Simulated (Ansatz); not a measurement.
Consider the formal exchange of groups at the Si–C bond: `C[SiH](F)I` + SiH₄ → `F[SiH]([SiH3])I` + CH₄.

Computed with Ansatz on PBE0-D4/def2-TZVP structures; ΔE is electronic, products minus reactants. CCSD(T)/CBS adds triple-zeta CCSD(T) − MP2 to the extrapolated MP2 energy (def2 sets, frozen cores). This one scheme is used for every species. DFT in def2-TZVPP. Elements past krypton have def2 core potentials. For I outer-core shells are correlated without core-valence functions, which leaves a few kJ/mol of doubt a bond.

```csv
level,ΔE (kJ/mol),difference from CCSD(T)/CBS
revPBE-D4,-2.1,-11.6
B97M-V,4.8,-4.7
PBE0-D4,1.1,-8.4
r2SCAN0-D4,8.3,-1.2
revPBE,-3.9,-13.4
BLYP,4.0,-5.5
PBE0,2.4,-7.1
r2SCAN0,8.7,-0.8
LC-ωPBE,9.2,-0.3
RPA@PBE/def2-TZVPP,12.8,3.3
MP2/def2-SVP,16.4,6.9
CCSD/def2-SVP,12.8,3.3
MP2/def2-TZVPP,16.5,7.0
SCS-MP2/def2-TZVPP,16.8,7.3
CCSD(T)/def2-TZVPP,11.8,2.3
HF/CBS(def2),19.5,10.0
CCSD(T)/CBS,9.5,0
```

Largest T1 diagnostic among the species: 0.011.

From PBE to PBE0 (25 % exact exchange), in def2-TZVPP and without D4, ΔE moves by +5.0 kJ/mol. Leaving LDA and LC-ωPBE aside and taking each functional with its dispersion term where it has one, the values, not all of them listed here, spread over 19.1 kJ/mol, from PBE-D4 to ωB97M-V. LDA lies +5.5 kJ/mol from PBE without D4.

CCSD(T)/CBS has its own doubt, a few kJ/mol and more with outer-core shells, so smaller differences from it don't rank the levels.
